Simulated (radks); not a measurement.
Results of a calculation; reference values are marked as such.
Question: These are the eigenvalues of the occupied orbitals of an atom or ion with whole-number occupations (eV). Level of theory: scalar-relativistic Kohn-Sham, SCAN, spin-polarised, spherical densities, finite nucleus; meta-GGA in the generalised Kohn-Sham scheme; Fermi nuclear charge, rms radius of each element as measured or else 0.836 A^(1/3) + 0.57 fm (a radial shooting solver on a logarithmic mesh with Libxc functionals).

orbital  eigenvalue
1s up     -71758.27
1s down   -71758.27
2s up     -12493.09
2s down   -12492.92
2p up     -10903.57
2p down   -10903.40
3s up     -2927.060
3s down   -2927.014
3p up     -2455.437
3p down   -2455.374
3d up     -1919.779
3d down   -1919.635
4s up     -640.1769
4s down   -639.8711
4p up     -484.7629
4p down   -484.4683
4d up     -289.0842
4d down   -288.7268
5s up     -117.7552
5s down   -115.1292
5p up      -78.9868
5p down    -75.7324
4f up      -72.8509
4f down    -72.2527
5d up      -34.5175

Which element is it, and in what charge state? The configuration may be excited. Open shells, if any, are filled with parallel spins first.

Answer: Z = 75, rhenium, charge +3: Re3+ in [Xe] 4f14 5d4. The list shows which subshells hold electrons but not how many an open one holds; the 1s level, -2637.1 hartree, gives Z - s = 72.6 by -(Z - s)^2/2, which with screening and relativity narrows Z to a few neighbours, and the depths of the outer levels then fix element, charge and occupations together.
